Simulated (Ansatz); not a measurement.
CH7FOSi2 (`FCO[SiH2][SiH3]`) at its PBE0-D4/def2-TZVP geometry, where that method's forces vanish. The species carries charge 0 and has multiplicity 1.

```csv
atom,x (Å),y (Å),z (Å)
F1,-0.931,1.595,-1.530
C2,-1.555,0.488,-0.995
O3,-1.434,0.478,0.367
Si4,0.022,0.433,1.177
Si5,1.568,-0.989,0.126
H6,-2.615,0.548,-1.253
H7,-1.084,-0.390,-1.457
H8,0.598,1.798,1.297
H9,-0.315,-0.063,2.534
H10,1.946,-0.482,-1.220
H11,1.013,-2.363,-0.022
H12,2.788,-1.054,0.975
```

Task: For each bond, give half the difference of the two atoms' forces along it (eV/Å; positive pushes the atoms apart) under PBE-D4, r2SCAN-D4, B3LYP-D4, ωB97M-V in def2-TZVPP. (Estimate.)

Result: The calculation gave: 
| bond | length (Å) | PBE-D4 | r2SCAN-D4 | B3LYP-D4 | ωB97M-V |
| --- | --- | --- | --- | --- | --- |
| F1–C2 | 1.379 | 0.54 | 0.33 | 0.40 | 0.23 |
| C2–O3 | 1.368 | 0.24 | 0.22 | 0.19 | 0.21 |
| C2–H6 | 1.092 | 0.04 | -0.11 | -0.20 | -0.19 |
| C2–H7 | 1.098 | 0.03 | -0.09 | -0.15 | -0.15 |
| O3–Si4 | 1.667 | 0.26 | -0.02 | 0.07 | 0.07 |
| Si4–Si5 | 2.349 | -0.15 | 0.00 | 0.11 | 0.05 |
| Si4–H8 | 1.486 | 0.04 | -0.02 | -0.11 | -0.15 |
| Si4–H9 | 1.484 | 0.06 | -0.02 | -0.13 | -0.14 |
| Si5–H10 | 1.487 | 0.09 | -0.01 | -0.07 | -0.10 |
| Si5–H11 | 1.488 | 0.09 | -0.02 | -0.07 | -0.10 |
| Si5–H12 | 1.488 | 0.09 | -0.02 | -0.07 | -0.09 |

B3LYP here is the variant with VWN-RPA as its local correlation; programs differ in this.

Computed with Ansatz.
